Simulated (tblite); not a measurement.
Start geometry of `C[SiH2]N(C)[Si@H](C)Cl` from a force field or distance geometry (Å):
```
atom  x, y, z in Å
C1    -2.0862    1.5562    0.6621
Si2   -1.8186   -0.0752   -0.1504
N3    -0.1083   -0.4956   -0.4062
C4     0.1505   -1.8972   -0.4376
Si5    1.0334    0.4582    0.5460
C6     2.7826    0.2038   -0.0704
Cl7    0.9393    0.0564    2.5740
H8    -1.1860    2.0532    1.0511
H9    -2.5916    2.2513   -0.0243
H10   -2.7782    1.3942    1.5352
H11   -2.4724   -0.0469   -1.4544
H12   -2.5181   -1.1005    0.6721
H13   -0.3947   -2.3187   -1.3032
H14    1.2476   -2.0904   -0.4824
H15   -0.3300   -2.3446    0.4621
H16    0.7127    1.8827    0.3278
H17    2.8239    0.3771   -1.1604
H18    3.4291    0.9380    0.4686
H19    3.1553   -0.7927    0.2131
```

**Question.** What comes out of this run: GFN2-xTB geometry optimisation, gas phase (tblite 0.8.0)?

**Answer.** 
```
atom  x, y, z in Å
C1    -2.234    1.537    0.770
Si2   -1.884   -0.189    0.092
N3    -0.166   -0.445   -0.097
C4     0.172   -1.750   -0.640
Si5    1.068    0.614    0.496
C6     2.803    0.018    0.020
Cl7    0.988    0.743    2.518
H8    -1.781    1.683    1.745
H9    -1.862    2.313    0.109
H10   -3.304    1.680    0.878
H11   -2.468   -0.358   -1.248
H12   -2.416   -1.220    0.996
H13   -0.483   -1.981   -1.480
H14    1.200   -1.772   -0.989
H15    0.043   -2.534    0.111
H16    0.815    1.954   -0.033
H17    2.914   -0.066   -1.056
H18    3.547    0.727    0.370
H19    3.040   -0.946    0.461
```

The energy falls by 0.588 eV over 132 L-BFGS steps, the largest force on an atom goes from 2.14 to 0.009 eV/Å, and the atoms move by 0.500 Å rms after alignment. The bond that changes most is C1–Si2 (Si-methyl carbon to SiH2 silicon), which lengthens by 0.045 Å. Bonds longer at the end by more than 0.005 Å: 4 of 18; shorter: 14. Among the angles that change most is Si2–N3–Si5, from 114.6° to 125.1°. Among the dihedrals that turn most is H9–C1–Si2–H12, from -121° to -179°. Rotational constants go from 1770, 1067, 866.7 to 1755, 1117, 799.8 MHz. The orientation of the end geometry is arbitrary; only internal coordinates are fixed.

Hardware: one thread of an Arm Neoverse V2, shared host with 96 logical CPUs at a one-minute load of 75. Cost: 1.1 s of wall time.

Its GFN2-xTB frequencies are all real (lowest 20 cm⁻¹). The numbers are those of one conformer. 3 starts were optimised and ended at 0.00, 0.60 and 1.18 kcal/mol (GFN2-xTB); the lowest of these is shown.

All values are computed, not measured.
